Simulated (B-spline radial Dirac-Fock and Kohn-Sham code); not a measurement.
These are calculated numbers from a B-spline atomic structure program; the model is multi-electron Dirac-Fock with separately optimised hole states, Breit and Lamb-shift corrections added in first order. Free neutral atoms.

Q: Order these X-ray lines by photon energy, lowest first.
A. Yb Lβ4
B. Tm Lγ4
C. Tl Lγ1
D. Er Lγ4
E. Pb Lβ15
F. Hg Lβ1

A: A (8317.3 eV), D (9728.6 eV), B (10092.2 eV), F (11822.3 eV), E (12595.9 eV), C (14288.4 eV).
